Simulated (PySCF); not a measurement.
A mixed set of molecules.

All values: CAM-B3LYP/def2-SVPD (PySCF) at PBE0-D3(BJ)/def2-SVP geometries, gas phase, one conformer each. Core orbitals are frozen in the response; Δα² is half the sum of the squared differences of the principal polarisabilities. Atoms past krypton carry effective core potentials. The calculation is non-relativistic apart from the core potentials, for selenium too.

Problem. Rank by vertical ionisation energy (ΔSCF), highest first.
A. `N#C[BH2-][PH+](F)F`
B. `CC(=C(CCl)C)C`
C. `CCCC[O][AlH2]`
D. `C[Se](C)(I)I`
E. `ClC1CCCCC1`

Solution. A (11.52 eV), E (10.44 eV), C (9.87 eV), B (8.73 eV), D (8.52 eV).

Problem. Rank by HOMO–LUMO gap, highest first.
A. `ClC1CCCCC1`
B. `C[Se](C)(I)I`
C. `CCCC[O][AlH2]`
D. `CC(C)=C(C)CCl`
E. `S=C(C)N(C)C`
F. `C([BH2-][PH+](F)F)#N`

Solution. A (10.73 eV), F (10.02 eV), C (9.19 eV), D (8.91 eV), E (7.51 eV), B (5.55 eV).

Problem. Rank by dipole moment, lowest first.
A. `[N:1]#[C:2][BH2-:3][PH+:4]([F:5])[F:6]` with C2–B3–P4–F5 -66°
B. SeI2Me2, `C[Se](C)(I)I`
C. `[CH3:1][C:2](=[S:3])[N:4]([CH3:5])[CH3:6]` with C1–C2–N4–C5 -178°
D. `[CH3:1][CH2:2][CH2:3][CH2:4][O:5][AlH2:6]` with C1–C2–C3–C4 66°, C2–C3–C4–O5 -67°, C3–C4–O5–Al6 -31°, C4–O5–Al6–H 164° and -20°
E. `[CH3:1][C:2]([CH3:3])=[C:4]([CH3:5])[CH2:6][Cl:7]` with C2–C4–C6–Cl7 -102°
F. `[Cl:1][CH:2]1[CH2:3][CH2:4][CH2:5][CH2:6][CH2:7]1` with Cl1–C2–C3–C4 70°, C2–C3–C4–C5 54°, C3–C4–C5–C6 -55°, C4–C5–C6–C7 55°

Solution. D (1.52 D), F (2.22 D), E (2.43 D), B (2.59 D), A (4.95 D), C (5.10 D).

All values together:

```json
{"SMILES": "CC(C)=C(C)CCl", "formula": "C6H11Cl", "μ (D)": "2.43", "HOMO (eV)": "-8.09", "LUMO (eV)": "0.82", "α (Å³)": "13.47", "Δα (Å³)": "5.30", "electrons": "64", "α per electron (Å³)": "0.210", "ΔSCF removal energy (eV)": "8.73"}
{"SMILES": "C[Se](C)(I)I", "formula": "C2H6I2Se", "μ (D)": "2.59", "HOMO (eV)": "-7.89", "LUMO (eV)": "-2.34", "α (Å³)": "25.20", "Δα (Å³)": "26.79", "electrons": "158", "α per electron (Å³)": "0.159", "ΔSCF removal energy (eV)": "8.52"}
{"SMILES": "ClC1CCCCC1", "formula": "C6H11Cl", "μ (D)": "2.22", "HOMO (eV)": "-9.54", "LUMO (eV)": "1.19", "α (Å³)": "12.16", "Δα (Å³)": "1.50", "electrons": "64", "α per electron (Å³)": "0.190", "ΔSCF removal energy (eV)": "10.44"}
{"SMILES": "N#C[BH2-][PH+](F)F", "formula": "CH3BF2NP", "μ (D)": "4.95", "HOMO (eV)": "-10.47", "LUMO (eV)": "-0.45", "α (Å³)": "8.31", "Δα (Å³)": "2.63", "electrons": "54", "α per electron (Å³)": "0.154", "ΔSCF removal energy (eV)": "11.52"}
{"SMILES": "CC(=S)N(C)C", "formula": "C4H9NS", "μ (D)": "5.10", "HOMO (eV)": "-7.15", "LUMO (eV)": "0.35", "α (Å³)": "12.41", "Δα (Å³)": "5.78", "electrons": "56", "α per electron (Å³)": "0.222", "ΔSCF removal energy (eV)": "–"}
{"SMILES": "CCCC[O][AlH2]", "formula": "C4H11AlO", "μ (D)": "1.52", "HOMO (eV)": "-9.07", "LUMO (eV)": "0.12", "α (Å³)": "11.83", "Δα (Å³)": "1.93", "electrons": "56", "α per electron (Å³)": "0.211", "ΔSCF removal energy (eV)": "9.87"}
```

Conformers: `[CH3:1][C:2]([CH3:3])=[C:4]([CH3:5])[CH2:6][Cl:7]` with C2–C4–C6–Cl7 -102°; `[Cl:1][CH:2]1[CH2:3][CH2:4][CH2:5][CH2:6][CH2:7]1` with Cl1–C2–C3–C4 70°, C2–C3–C4–C5 54°, C3–C4–C5–C6 -55°, C4–C5–C6–C7 55°; `[N:1]#[C:2][BH2-:3][PH+:4]([F:5])[F:6]` with C2–B3–P4–F5 -66°; `[CH3:1][C:2](=[S:3])[N:4]([CH3:5])[CH3:6]` with C1–C2–N4–C5 -178°; `[CH3:1][CH2:2][CH2:3][CH2:4][O:5][AlH2:6]` with C1–C2–C3–C4 66°, C2–C3–C4–O5 -67°, C3–C4–O5–Al6 -31°, C4–O5–Al6–H 164° and -20°.

A dash marks a removal energy that wasn't run or isn't settled.

Problem. By how much does the ΔSCF value exceed −ε(HOMO) over the species that have both?

Solution. By 0.64 to 1.06 eV, 0.81 eV on average, over 5 species.
